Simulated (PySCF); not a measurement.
Members of one series of related molecules.

All values: CAM-B3LYP/def2-SVPD (PySCF) at PBE0-D3(BJ)/def2-SVP geometries, gas phase, one conformer each. Core orbitals are frozen in the response; Δα² is half the sum of the squared differences of the principal polarisabilities. The calculation is non-relativistic, for arsenic too.

Question: Rank by polarisability anisotropy Δα, lowest first.
A. `C[As](C)C`
B. `[H][As]([H])[H]`
C. `CO[As](OC)OC`
D. `CS[As](SC)SC`
E. `[SiH3][As]([SiH3])[SiH3]`

Answer: B (0.09 Å³), A (1.46 Å³), C (3.25 Å³), E (3.81 Å³), D (7.11 Å³).

Question: Rank by HOMO–LUMO gap, highest first.
A. `CO[As](OC)OC`
B. `C[As](C)C`
C. `CS[As](SC)SC`
D. `[SiH3][As]([SiH3])[SiH3]`
E. `[H][As]([H])[H]`

Answer: E (10.23 eV), A (9.50 eV), B (9.20 eV), D (9.06 eV), C (7.72 eV).

Question: Rank by dipole moment, highest first.
A. As(OMe)3 (`CO[As](OC)OC`)
B. As(SMe)3 (`CS[As](SC)SC`)
C. AsMe3 (`C[As](C)C`)
D. As(SiH3)3 (`[SiH3][As]([SiH3])[SiH3]`)

Answer: B (2.83 D), A (1.86 D), C (0.98 D), D (0.38 D).

All values together:

```tsv
SMILES	change	formula	μ (D)	HOMO (eV)	LUMO (eV)	α (Å³)	Δα (Å³)	electrons	α per electron (Å³)	ΔSCF removal energy (eV)
C[As](C)C	parent	C3H9As	0.98	-7.80	1.40	10.61	1.46	60	0.177	–
CO[As](OC)OC	ligand (all three): Me to OMe	C3H9AsO3	1.86	-8.64	0.86	12.13	3.25	84	0.144	–
[SiH3][As]([SiH3])[SiH3]	ligand (all three): Me to SiH3	AsH9Si3	0.38	-8.49	0.57	18.13	3.81	84	0.216	9.11
[H][As]([H])[H]	ligand (all three): Me to H	AsH3	0.30	-9.10	1.13	5.13	0.09	36	0.143	10.49
CS[As](SC)SC	ligand (all three): Me to SMe	C3H9AsS3	2.83	-7.67	0.06	20.63	7.11	108	0.191	8.27
```

Conformers: `CO[As](OC)OC`; `CS[As](SC)SC`.

A dash marks a removal energy that wasn't run or isn't settled.

Question: Give the shifts from the parent, `C[As](C)C`.

Answer: 
| SMILES | change in μ (D) | change in HOMO (eV) | change in LUMO (eV) | change in mean α (Å³) |
| --- | --- | --- | --- | --- |
| CO[As](OC)OC | +0.88 | -0.84 | -0.54 | +1.52 |
| [SiH3][As]([SiH3])[SiH3] | -0.60 | -0.69 | -0.83 | +7.52 |
| [H][As]([H])[H] | -0.68 | -1.30 | -0.27 | -5.48 |
| CS[As](SC)SC | +1.85 | +0.13 | -1.34 | +10.02 |
